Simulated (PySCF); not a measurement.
## Spin-state energies of [MnCl6]3-

[MnCl6]3-: Mn(III) (d4), charge -3. The structure is a PBE0-D3(BJ)/def2-SVP, IEF-PCM water geometry optimised for multiplicity 5; coordination octahedral, point group D4h, metal–donor distances 2.35–2.63 Å.

```
7

Mn    0.0000    0.0000    0.0000
Cl    0.0000    0.0000    2.6332
Cl    0.0000    0.0000   -2.6332
Cl    2.3540    0.0000    0.0000
Cl   -2.3540    0.0000    0.0000
Cl    0.0000    2.3540    0.0000
Cl    0.0000   -2.3540    0.0000
```

Method (PySCF 2.14, density fitting): CASSCF(4,5) with orbitals averaged over all microstates of the shell, strongly contracted NEVPT2 on the averaged canonical orbitals; basis x2c-TZVPall on the metal, x2c-SVPall elsewhere; spin-free X2C; IEF-PCM water; spin-orbit coupling by state interaction with the mean-field operator over all roots.

The unrestricted Kohn–Sham energies use the same basis, Hamiltonian, solvent and geometry. All energies are vertical, in cm⁻¹ above the lowest state with 2S+1 = 5; a negative value means that the lower spin is more stable. A dash marks a spin without a sound unrestricted solution.

| method | 2S+1 = 3 | 2S+1 = 1 |
| --- | --- | --- |
| CASSCF | 18509 | 29461 |
| NEVPT2 | 14362 | 25074 |
| TPSSh | 9652 | – |
| B3LYP | 10418 | – |
| PBE0 | 12836 | – |

**Question.** How does exact exchange act on the 2S+1 = 3 state?

**Answer.** From TPSSh (10 % exact exchange) to PBE0 (25 %) it moves by +3185 cm⁻¹ against the high-spin state, so more exact exchange favours high spin, the usual trend.

The functionals differ in more than their exact exchange.

The active space of the d orbitals alone lacks metal–ligand bonding pairs, which usually tilts NEVPT2 towards high spin.

No frequencies were computed for the optimised geometry.
